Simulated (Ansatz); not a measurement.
Coupled-cluster diagnostics for VH4, Ansatz.

Geometry of the doublet (PBE0-D4/def2-TZVP):

Cartesian coordinates in Å:
```
V 0.000 0.000 0.000
H -1.480 0.678 0.140
H 0.269 -0.572 1.507
H 1.144 1.054 -0.500
H 0.067 -1.161 -1.147
```

Correlated methods freeze 5 core orbitals; core or outer-core shells of V are correlated, in sets that lack core-valence functions.

Question: Estimate the CCSD(T) correlation energy, the shares of MP2 and (T), T1 and the reference's ⟨S²⟩ for: charge 0, doublet, own geometry in def2-TZVPP; charge 0, doublet, own geometry in def2-TZVPD; charge 1, singlet, vertical in def2-TZVPP; charge -1, triplet, vertical in def2-TZVPD; and the rough time on 4 threads of Arm Neoverse V2 on a shared host.

Answer: 
| state | basis | correlation (eV) | MP2 share (%) | (T) share (%) | T1 | ⟨S²⟩ (pure) | wall time | remarks |
| --- | --- | --- | --- | --- | --- | --- | --- | --- |
| charge 0, doublet, own geometry | def2-TZVPP | -15.343 | 88.0 | 4.7 | 0.057 | 1.16 (0.75) | 5.5 s | large T1, spin-contaminated |
| charge 0, doublet, own geometry | def2-TZVPD | -13.167 | 87.1 | 4.6 | 0.056 | 1.18 (0.75) | 2 s | large T1, spin-contaminated |
| charge 1, singlet, vertical | def2-TZVPP | -16.555 | 93.6 | 5.4 | 0.035 | 0.00 (0.00) | 3.4 s | restricted SCF unstable |
| charge -1, triplet, vertical | def2-TZVPD | -12.460 | 86.8 | 3.7 | 0.039 | 2.02 (2.00) | 2 s | – |
Customary marks for T1 are 0.02 (closed shells), 0.045 (open shells) and about 0.05 (3d metals). T1 exceeds 0.02 in 4 of 4 rows and 0.045 in 2; the higher it lies, the less the single-reference result can be trusted.
